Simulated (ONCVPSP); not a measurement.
**What the settings do to the ONCV potential of H**

Base potential:

H (Z = 1), optimised norm-conserving Vanderbilt (ONCV), made with ONCVPSP 4.0.1 (LDA (Perdew-Zunger), non-relativistic). Core none, reference 1s1. Waves: 1s: rc 0.85 bohr, ncon 5, nbas 8, qcut 5.9 1/bohr, 3 projectors, debl 1.6 Ha; p scattering state at 0.02 Ha: rc 0.85 bohr, ncon 5, nbas 9, qcut 8.3 1/bohr, 2 projectors, debl 2 Ha. Local part: polynomial inside 0.60 bohr (lpopt 5, dvloc0 6 Ha). Core correction: none.

All-electron outer shells of the reference configuration (LDA (Perdew-Zunger), non-relativistic, ld1.x):

```json
{"shell": "1s", "level (eV)": "-6.36", "outermost node (bohr)": "–", "outermost maximum (bohr)": "1.05"}
```

Cutoffs, loose and tight: the cutoffs (Ha) at which the residual kinetic energy of the hardest occupied pseudo-wave falls to 1 and 0.1 mHa per electron. They do not see the model core or the augmentation charge, which bear on the density cutoff. Test errors are all-electron minus pseudo excitation energies from the reference, over the configurations 1s0.5. A dash means not determined; rows that change the core or the reference have their own tests.

A true bound ghost makes a file unfit for plane-wave use even where its test errors are small: the radial tests pick states by their node count and pass the ghost by.

```json
{"change": "base", "outcome": "generated", "cutoff, loose": "23 Ha", "cutoff, tight": "160 Ha", "bound ghosts": "none", "GHOST(+) flags above zero": "s"}
{"change": "s: qcut 3.5", "outcome": "generated", "cutoff, loose": "51 Ha", "cutoff, tight": "182 Ha", "bound ghosts": "s", "GHOST(+) flags above zero": "s"}
{"change": "s: qcut 4.7", "outcome": "generated", "cutoff, loose": "26 Ha", "cutoff, tight": "175 Ha", "bound ghosts": "s", "GHOST(+) flags above zero": "s"}
{"change": "s: qcut 5.5", "outcome": "generated", "cutoff, loose": "24 Ha", "cutoff, tight": "166 Ha", "bound ghosts": "none", "GHOST(+) flags above zero": "s"}
{"change": "s: qcut 6.1", "outcome": "generated", "cutoff, loose": "23 Ha", "cutoff, tight": "157 Ha", "bound ghosts": "none", "GHOST(+) flags above zero": "s"}
{"change": "s: qcut 8", "outcome": "generated", "cutoff, loose": "23 Ha", "cutoff, tight": "55 Ha", "bound ghosts": "s", "GHOST(+) flags above zero": "none"}
```

(1) What comes out with this change to the base: s: qcut 9?

(2) What comes out with this change to the base: s: qcut 7?

Answers

(1) outcome: generated; cutoff, loose: 24 Ha; cutoff, tight: 39 Ha; bound ghosts: none; GHOST(+) flags above zero: s.

(2) outcome: generated; cutoff, loose: 23 Ha; cutoff, tight: 91 Ha; bound ghosts: s; GHOST(+) flags above zero: none.

Reading the sweep of the qcut of the s channel (base included, trends over the rows without a ghost): The loose cutoff stays near 23 Ha. Bound ghosts are found at 3.5, 4.7, 7, 8 1/bohr.
